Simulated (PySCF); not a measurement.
disilazane (H$_{7}$NSi$_{2}$), singlet, geometry from GFN2-xTB; MP2/def2-SVP (PySCF).

Input for PySCF:
```python
from pyscf import gto, scf, mp

mol = gto.Mole()
mol.atom = '''
    Si    1.493033   -0.294674    0.377757
    N     0.071777   -0.112458   -0.595000
    Si   -1.522670    0.358034   -0.109403
    H     2.600860   -0.448419   -0.566127
    H     1.616449    0.914355    1.188042
    H     1.410228   -1.470968    1.253170
    H     0.117434   -0.570145   -1.490852
    H    -2.189297   -0.691900    0.671698
    H    -2.257680    0.603145   -1.350981
    H    -1.385520    1.564090    0.703100
'''
mol.basis = 'def2-svp'
mol.charge = 0
mol.spin = 0
mol.verbose = 4
mol.build()

mf = scf.RHF(mol)
mf.kernel()

pt = mp.MP2(mf)
pt.kernel()
print('E(MP2) = %.10f' % pt.e_tot)
```

What the program printed (banner, timings and long lists left out):

```
PySCF version 2.14.0

[INPUT] verbose = 4
[INPUT] num. atoms = 10
[INPUT] num. electrons = 42
[INPUT] charge = 0
[INPUT] spin (= nelec alpha-beta = 2S) = 0
[INPUT] symmetry False subgroup None
[INPUT] Mole.unit = angstrom
[INPUT] Symbol           X                Y                Z      unit          X                Y                Z       unit  Magmom
[INPUT]  1 Si     1.493033000000  -0.294674000000   0.377757000000 AA    2.821423464938  -0.556853156030   0.713857271637 Bohr   0.0
[INPUT]  2 N      0.071777000000  -0.112458000000  -0.595000000000 AA    0.135638872043  -0.212514820516  -1.124387044116 Bohr   0.0
[INPUT]  3 Si    -1.522670000000   0.358034000000  -0.109403000000 AA   -2.877429278091   0.676586203283  -0.206741707206 Bohr   0.0
[INPUT]  4 H      2.600860000000  -0.448419000000  -0.566127000000 AA    4.914913088336  -0.847389099051  -1.069824981722 Bohr   0.0
[INPUT]  5 H      1.616449000000   0.914355000000   1.188042000000 AA    3.054645904327   1.727880530627   2.245074004481 Bohr   0.0
[INPUT]  6 H      1.410228000000  -1.470968000000   1.253170000000 AA    2.664944693193  -2.779726657999   2.368148087521 Bohr   0.0
[INPUT]  7 H      0.117434000000  -0.570145000000  -1.490852000000 AA    0.221918097712  -1.077417901290  -2.817301972260 Bohr   0.0
[INPUT]  8 H     -2.189297000000  -0.691900000000   0.671698000000 AA   -4.137171735332  -1.307501505587   1.269325258418 Bohr   0.0
[INPUT]  9 H     -2.257680000000   0.603145000000  -1.350981000000 AA   -4.266396876908   1.139778863401  -2.552984089491 Bohr   0.0
[INPUT] 10 H     -1.385520000000   1.564090000000   0.703100000000 AA   -2.618253340107   2.955701734171   1.328666438182 Bohr   0.0

nuclear repulsion = 157.31416820346
number of shells = 43
number of NR pGTOs = 145
number of NR cGTOs = 85
basis = def2-svp
ecp = {}

******** <class 'pyscf.scf.hf.RHF'> ********
method = RHF
initial guess = minao
damping factor = 0
level_shift factor = 0
DIIS = <class 'pyscf.scf.diis.CDIIS'>
diis_start_cycle = 1
diis_space = 8
diis_damp = 0
SCF conv_tol = 1e-09
SCF conv_tol_grad = None
SCF max_cycles = 50
direct_scf = True
direct_scf_tol = 1e-13
Set gradient conv threshold to 3.16228e-05
Initial guess from minao.
init E= -636.045246948185
  HOMO = -0.281670452192913  LUMO = 0.0575055092176262  gap/eV = 9.22945
cycle= 1 E= -636.158304474807  delta_E= -0.113  |g|= 0.332  |ddm|=  2.7
  HOMO = -0.375802809373218  LUMO = 0.126623831338498  gap/eV = 13.67173
cycle= 2 E= -636.195785152072  delta_E= -0.0375  |g|= 0.117  |ddm|= 0.417
  HOMO = -0.403429598642745  LUMO = 0.131136401876439  gap/eV = 14.54628
cycle= 3 E= -636.19971572643  delta_E= -0.00393  |g|= 0.0526  |ddm|= 0.146
  HOMO = -0.390457497256337  LUMO = 0.136759394867644  gap/eV = 14.34630
cycle= 4 E= -636.200497275535  delta_E= -0.000782  |g|= 0.00495  |ddm|= 0.0621
  HOMO = -0.392005386177231  LUMO = 0.135775030356885  gap/eV = 14.36164
cycle= 5 E= -636.200511216844  delta_E= -1.39e-05  |g|= 0.00107  |ddm|= 0.0121
  HOMO = -0.39196794083925  LUMO = 0.135759559462844  gap/eV = 14.36020
cycle= 6 E= -636.20051205803  delta_E= -8.41e-07  |g|= 0.000234  |ddm|= 0.00327
  HOMO = -0.391952930254684  LUMO = 0.13575792758304  gap/eV = 14.35974
cycle= 7 E= -636.200512098978  delta_E= -4.09e-08  |g|= 6.02e-05  |ddm|= 0.000689
  HOMO = -0.39194125919731  LUMO = 0.135761166458587  gap/eV = 14.35951
cycle= 8 E= -636.200512101626  delta_E= -2.65e-09  |g|= 1.3e-05  |ddm|= 0.000171
  HOMO = -0.391939507005231  LUMO = 0.135760550310721  gap/eV = 14.35945
cycle= 9 E= -636.20051210176  delta_E= -1.34e-10  |g|= 2.15e-06  |ddm|= 4.42e-05
  HOMO = -0.391939226995129  LUMO = 0.13576075100993  gap/eV = 14.35945
Extra cycle  E= -636.200512101772  delta_E= -1.27e-11  |g|= 8.58e-07  |ddm|= 4.8e-06
converged SCF energy = -636.200512101772

******** <class 'pyscf.mp.mp2.RMP2'> ********
nocc = 21, nmo = 85
E(RMP2) = -636.599492231906  E_corr = -0.398980130133229
E(SCS-RMP2) = -636.611164718665  E_corr = -0.410652616892092
E_corr(same-spin) = -0.0786040837705181
E_corr(oppo-spin) = -0.320376046362711
E(MP2) = -636.5994922319
```
